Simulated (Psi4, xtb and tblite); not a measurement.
Two geometries of SMILES Cc1ccc(O)c(Cc2cc(C)ccc2O)c1 (C15H16O2), relaxed at GFN2-xTB with one dihedral held; other torsions can differ between them too.

Structure A

```
33

C      3.3856     2.6182    -1.1578
C      2.8643     1.3822    -0.4864
C      3.4094     0.9230     0.7042
C      2.9309    -0.2261     1.2999
C      1.8888    -0.9461     0.7243
O      1.4708    -2.0611     1.3762
C      1.3353    -0.5065    -0.4823
C      0.2022    -1.2555    -1.1456
C     -1.0964    -1.0199    -0.4153
C     -1.7420     0.2019    -0.5063
C     -2.9325     0.4595     0.1610
C     -3.5877     1.8025     0.0452
C     -3.4846    -0.5480     0.9375
C     -2.8568    -1.7755     1.0489
C     -1.6656    -2.0138     0.3831
O     -1.0126    -3.2206     0.4910
C      1.8328     0.6520    -1.0591
H      4.0414     2.3488    -1.9866
H      2.5685     3.2147    -1.5591
H      3.9544     3.2272    -0.4594
H      4.2167     1.4680     1.1718
H      3.3479    -0.5884     2.2266
H      0.7445    -2.4895     0.8966
H      0.1019    -0.8983    -2.1722
H      0.4151    -2.3267    -1.1824
H     -1.2978     0.9764    -1.1147
H     -3.6531     2.1089    -0.9973
H     -4.5885     1.7854     0.4691
H     -3.0015     2.5521     0.5766
H     -4.4119    -0.3776     1.4643
H     -3.2922    -2.5550     1.6608
H     -1.5125    -3.8031     1.0739
H      1.4061     0.9937    -1.9926
```

Structure B

```
33

C      2.5826    -1.9759    -5.7932
C      3.1449    -2.7813    -4.6615
C      3.0923    -4.1707    -4.6970
C      3.5961    -4.9200    -3.6537
C      4.1842    -4.2919    -2.5640
O      4.6144    -5.0319    -1.4713
C      4.2378    -2.9015    -2.4998
C      4.8201    -2.1953    -1.3017
C      3.7291    -1.5293    -0.4956
C      3.5575    -0.1538    -0.5662
C      2.5668     0.5064     0.1426
C      2.4138     1.9964     0.0624
C      1.7248    -0.2490     0.9496
C      1.8724    -1.6168     1.0339
C      2.8656    -2.2746     0.3117
O      2.9392    -3.6214     0.4536
C      3.7164    -2.1692    -3.5583
H      2.7645    -0.9150    -5.6441
H      1.5076    -2.1350    -5.8704
H      3.0322    -2.2792    -6.7377
H      2.6417    -4.6678    -5.5434
H      3.5484    -5.9995    -3.6785
H      5.2812    -5.6711    -1.7400
H      5.5207    -1.4306    -1.6431
H      5.3709    -2.9084    -0.6825
H      4.2283     0.4212    -1.1909
H      2.7594     2.4615     0.9861
H      1.3686     2.2677    -0.0757
H      2.9932     2.4043    -0.7623
H      0.9456     0.2402     1.5159
H      1.2218    -2.2108     1.6565
H      3.5964    -4.0073    -0.1439
H      3.7550    -1.0907    -3.5059
```

Task: Which is lower in energy at the level PBE0-D3(BJ)/def2-SVP // GFN2-xTB in Psi4, and by how much?

Result: A is lower, by 2.97 kcal/mol (dihedral C4–C5–O6–H23: 180° in A, 60° in B).

E(B) − E(A) in kcal/mol at the other levels, on the same two geometries: GFN2-xTB (xtb and tblite) 3.72; PBE0/def2-SVP // GFN2-xTB (Psi4) 3.00; PBE/def2-SVP // GFN2-xTB (Psi4) 3.42; PBE-D3(BJ)/def2-SVP // GFN2-xTB (Psi4) 3.40.
